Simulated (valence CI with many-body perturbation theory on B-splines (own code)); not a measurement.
# Assign the levels of V10+

Computed by relativistic CI+MBPT: three valence electrons over a frozen Dirac-Fock core [Ne], a basis of 11 s, 11 p, 10 d, 8 f, 5 g, 2 h functions for each j, with the one-electron correlation potential Σ1 (screened to all orders), the two-electron term Σ2, the three-electron term Σ3, Breit, model QED; selected single and double excitations, second order for the rest, scaled by the run's own slope (own B-spline code, finite nucleus).

No measured levels were compared; by estimate levels of excited configurations hold to 0.05 to 0.15 % of their energy, terms of the ground configuration to about 0.5 %.

```tsv
No.	J	Parity	E (cm⁻¹)	g
1	1/2	odd	0	0.665
2	3/2	odd	9704	1.333
3	1/2	even	176020	2.666
4	3/2	even	179750	1.733
5	5/2	even	184910	1.597
6	3/2	even	233000	0.801
7	5/2	even	233800	1.203
8	1/2	even	289190	1.883
9	1/2	even	307100	0.788
10	3/2	even	312200	1.332
11	3/2	even	376930	0.799
12	5/2	even	377720	1.200
15	3/2	odd	463800	1.982
16	1/2	odd	505950	0.665
```

Energies count from the lowest level. Strongly mixed levels and levels close to another of their J and parity are left out, so the numbers can have gaps.

Task: Give configuration and LS term of each level.

Result: 1: 3s2 3p 2P°; 2: 3s2 3p 2P°; 3: 3s 3p2 4P; 4: 3s 3p2 4P; 5: 3s 3p2 4P; 6: 3s 3p2 2D; 7: 3s 3p2 2D; 8: 3s 3p2 2S; 9: 3s 3p2 2P; 10: 3s 3p2 2P; 11: 3s2 3d 2D; 12: 3s2 3d 2D; 15: 3p3 4S°; 16: 3p3 2P°.
